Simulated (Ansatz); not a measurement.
A single point on F4H2In2, SMILES `[F][In@H-]1[F+][In@@H-]([F])[F+]1`.

```yaml
crystal:
  periodic: [false, false, false]
  atoms:
    - {symbol: F, position_ang: [2.414916, -1.180980, 0.606815]}
    - {symbol: In, position_ang: [1.503346, 0.512944, 0.526610]}
    - {symbol: F, position_ang: [0.336175, 0.305995, -1.228312]}
    - {symbol: In, position_ang: [-1.556872, -0.325753, -0.520135]}
    - {symbol: F, position_ang: [-1.441648, -2.237924, -0.712848]}
    - {symbol: F, position_ang: [-0.427008, 0.012305, 1.238798]}
    - {symbol: H, position_ang: [1.941591, 2.102406, 0.850682]}
    - {symbol: H, position_ang: [-2.770500, 0.811006, -0.761610]}
basis:
  gaussian: {orbitals: def2-TZVPP}
hamiltonian: {xc: pbe}
correlation: {method: rpa}
```

```sh
$ ansatz run in.yaml --threads 4 --pin off --events-out ev --progress --plain --max-ram 10444MiB
```

Shortened log:

```
Functional definition: PBE
  name "PBE"
  cite "Perdew, Burke & Ernzerhof, Phys. Rev. Lett. 77, 3865 (1996) doi:10.1103/PhysRevLett.77.3865"
  parent pbe
  parameter kappa = 0.804
  parameter beta = 0.06672455060314922
  exchange = pbe_x(kappa = kappa, mu = beta*pi^2/3)
  correlation = pbe_c(beta = beta)
1950 factors; integrals over basis functions are off by at most 8.3e-4 eV
mean field evaluation 1: about -21236.2646 eV, gradient 8.6e1 eV
mean field evaluation 2: about -21236.2577 eV, gradient 8.6e1 eV
mean field evaluation 4: about -21243.4442 eV, gradient 4.5e1 eV
mean field evaluation 8: about -21247.0717 eV, gradient 5.2e-1 eV
mean field evaluation 16: about -21247.0710 eV, gradient 6.3e-4 eV
mean field -21247.07096536 eV, -780.8154561948 hartree, gradient 3.9e-6 eV, S^2 0.000000; 0 other end points of the search recorded, 0 dependent functions left out
12 core orbitals not correlated: weight in the atoms' cores, before any rotation towards them, 1.000 or more for the frozen orbitals, at most 0.000 for the correlated occupied ones
reference -21158.89350252 eV, -777.5749942043 hartree; 28, 28 occupied and 212, 212 virtual orbitals, 1950 factors
Total energy: -21221.92027293 eV, -779.8911852960 hartree
```

Run time 9.5 s (4 threads of an Arm Neoverse V1 on a shared host); peak host memory 0.81 GiB.
